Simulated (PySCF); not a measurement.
C3H8OSi.

```xyz
13

O     -0.5523     1.6667     0.2139
C     -1.0486     0.4437     0.6680
C     -1.4476    -0.6047    -0.3250
C     -0.1407    -0.7291     0.4508
Si     1.5019    -0.4537    -0.4131
H     -1.2921     2.1774    -0.1412
H     -1.6007     0.4890     1.6195
H     -2.2682    -1.2845    -0.0741
H     -1.3794    -0.3346    -1.3847
H     -0.1330    -1.4788     1.2520
H      2.1640    -1.7803    -0.6186
H      1.3045     0.1777    -1.7506
H      2.4185     0.3939     0.4065
```
Charge 0, spin multiplicity 1.

Geometry: r2SCAN-D4/def2-SVP. The structure was generated by enumeration; whether it is a known compound was not checked. One conformer was computed; it need not be the lowest.

These are PBE0/pcSseg-1 (PySCF) values and carry that method's errors. Non-relativistic, no solvent.

Computed absolute GIAO shielding of each atom: isotropic value and principal components (ppm):
| atom | σ(iso) | σ11 | σ22 | σ33 | span |
|---|---|---|---|---|---|
| O1 | 283.4 | 258.1 | 275.4 | 316.6 | 58.5 |
| C2 | 132.6 | 95.6 | 106.0 | 196.1 | 100.6 |
| C3 | 167.1 | 141.4 | 157.9 | 202.0 | 60.6 |
| C4 | 181.8 | 148.6 | 176.4 | 220.5 | 71.8 |
| Si5 | 412.7 | 366.4 | 408.8 | 462.8 | 96.4 |
| H6 | 30.5 | 21.1 | 26.9 | 43.3 | 22.2 |
| H7 | 27.7 | 21.2 | 26.6 | 35.2 | 13.9 |
| H8 | 30.5 | 24.9 | 26.3 | 40.2 | 15.3 |
| H9 | 30.9 | 25.4 | 29.2 | 38.0 | 12.6 |
| H10 | 31.3 | 24.5 | 27.5 | 41.9 | 17.4 |
| H11 | 27.1 | 24.2 | 24.8 | 32.4 | 8.3 |
| H12 | 27.6 | 24.0 | 26.3 | 32.5 | 8.6 |
| H13 | 27.1 | 23.4 | 25.2 | 32.6 | 9.2 |
